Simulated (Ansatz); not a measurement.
`[OH][Mo]([F])(=[S])=[S]` + HCl → `[OH][Mo](=[S])(=[S])[Cl]` + H–F at 500 K and 1 bar (ligand exchange at a Mo–F bond).

Computed with Ansatz on PBE0-D4/def2-TZVP structures; ΔE is electronic, products minus reactants. CCSD(T)/CBS is the MP2 limit (def2-TZVPP, def2-QZVPP) plus CCSD(T) − MP2 in def2-TZVPP, frozen cores. This one scheme is used for every species. def2 core potentials past Kr. For Mo outer-core shells are correlated without core-valence functions, which leaves a few kJ/mol of doubt a bond. One conformer a species, not always the lowest.

```
                   species  CCSD(T)/CBS energy (Eh)  H − E (kJ/mol)  S (J/(mol·K))
 `[OH][Mo]([F])(=[S])=[S]`              -1039.41067            92.3          403.7
                       HCl               -460.38127            32.5          201.9
`[OH][Mo](=[S])(=[S])[Cl]`              -1399.40594            91.3          416.6
                       H–F               -100.39570            39.4          188.7
```

H − E and S are ideal-gas, rigid-rotor, harmonic terms from PBE0-D4/def2-TZVP, for one conformer and one mirror image of each species. 1 Eh = 2625.50 kJ/mol, R = 8.31446 J/(mol·K).

Question: By hand: ΔE, ΔH, ΔS and ΔG.

Answer: ΔE = (-1399.40594) + (-100.39570) − (-1039.41067) − (-460.38127) = -0.00970 Eh = -25.5 kJ/mol. Δ(H − E) = 91.3 + 39.4 − 92.3 − 32.5 = 5.9, so ΔH = -19.6 kJ/mol. ΔS = 416.6 + 188.7 − 403.7 − 201.9 = -0.3 J/(mol·K). ΔG = -19.6 − 500 × (-0.3)/1000 = -19.5 kJ/mol.

Question: By hand: the equilibrium constant, and the temperature at which ΔG would vanish if ΔH and ΔS stayed fixed.

Answer: log₁₀ K = −ΔG/(RT ln 10) = 2.0. ΔG = 0 at ΔH/ΔS = 65333 K, far beyond where these terms or the molecules hold.

The number of gas molecules stays the same, so ΔS is small and ΔH decides. A doubt of 5 kJ/mol in ΔE shifts log₁₀ K by 0.5 here. Other conformers and mirror images would add mixing entropy, several J/(mol·K) or more a flexible species. These are equilibria of isolated gas molecules and say nothing of rates. Largest T1 diagnostic: 0.025 (customary marks: 0.02 for closed shells, 0.045 for open ones).
